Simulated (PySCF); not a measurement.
Excitations are Tamm–Dancoff values on a coarser integration grid. The basis has no diffuse functions, so Rydberg states are missing or too high.

# C$_{9}$H$_{9}$NSi, SMILES `c1([SiH3])c2c(cccc2)ncc1` (charge 0, multiplicity 1)

These are PBE-D3(BJ)/def2-TZVP // PBE-D3(BJ)/def2-SVP (PySCF 2.14.0) values and carry that method's errors.

```json
{
  "HOMO": "-5.96 eV",
  "dipole_moment": "1.31 D",
  "HOMO–LUMO gap": "3.21 eV",
  "LUMO": "-2.74 eV",
  "S1 excitation (TDA)": "3.39 eV",
  "S1 oscillator strength": "0.002",
  "brightest of the four lowest singlets (TDA)": "3.93 eV",
  "T1 excitation (TDA)": "2.88 eV",
  "S1–T1 gap (TDA)": "0.51 eV",
  "total_energy": "-692.1291 Ha",
  "cost": "roughly 29 core-minutes"
}
```

```xyz
20

Si     2.7418    -0.8929     0.0065
C      1.2826     0.3139     0.0442
C      1.5153     1.6853     0.1260
C      0.4183     2.5925     0.1544
N     -0.8506     2.2235     0.1074
C     -1.1217     0.8857     0.0266
C     -2.4877     0.4794    -0.0245
C     -2.8242    -0.8628    -0.1069
C     -1.8079    -1.8553    -0.1416
C     -0.4697    -1.4914    -0.0935
C     -0.0855    -0.1214    -0.0086
H      2.7394    -1.7080    -1.2589
H      2.6892    -1.8446     1.1714
H      4.0084    -0.0876     0.0779
H      2.5409     2.0848     0.1697
H      0.6166     3.6788     0.2195
H     -3.2477     1.2737     0.0044
H     -3.8816    -1.1657    -0.1458
H     -2.0854    -2.9182    -0.2071
H      0.3096    -2.2700    -0.1212
```
